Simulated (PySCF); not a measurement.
Vertical excitations of a molecule CH7FO2Si2 from TDDFT-PBE/def2-SVPD in PySCF, as energy in eV (oscillator strength): 6.33 (0.002), 6.73 (0.001), 7.07 (0.001), 7.09 (0.004), 7.18 (0.022), 7.52 (0.012), 7.53 (0.015), 7.68 (0.012), 7.76 (0.005), 7.84 (0.015). Lowest triplet (TDA): 6.26 eV. The structure is a stationary point at r2SCAN-D4/def2-SVP. Other conformers were not sampled.

### Question
Identify the compound among the candidates.
A) CO[Si@H](F)O[SiH3]
B) CO[SiH2]O[SiH2]F
C) O[SiH2]CO[SiH2]F
D) OC[Si@@H](F)[SiH2]O

### Answer
A, CO[Si@H](F)O[SiH3]
